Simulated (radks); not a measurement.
Q: These are the eigenvalues of the occupied orbitals of an atom or ion with whole-number occupations (hartree). Calculated with a radial shooting solver on a logarithmic mesh with Libxc functionals: scalar-relativistic Kohn-Sham, LDA (Slater exchange, Perdew-Wang correlation), spin-polarised, spherical densities, finite nucleus; Fermi nuclear charge, rms radius of each element as measured or else 0.836 A^(1/3) + 0.57 fm.

orbital  eigenvalue
1s up     -320.1467
1s down   -320.1106
2s up     -54.25688
2s down   -54.21968
2p up     -49.41951
2p down   -49.37563
3s up     -19.10456
3s down   -18.95643
3p up     -17.61594

Which element is it, and in what charge state? The configuration may be excited. Open shells, if any, are filled with parallel spins first.

A: Z = 28, nickel, charge +15: Ni15+ in [Ne] 3s2 3p1. The list shows which subshells hold electrons but not how many an open one holds; the 1s level, -320.15 hartree, gives Z - s = 25.3 by -(Z - s)^2/2, which with screening and relativity narrows Z to a few neighbours, and the depths of the outer levels then fix element, charge and occupations together.
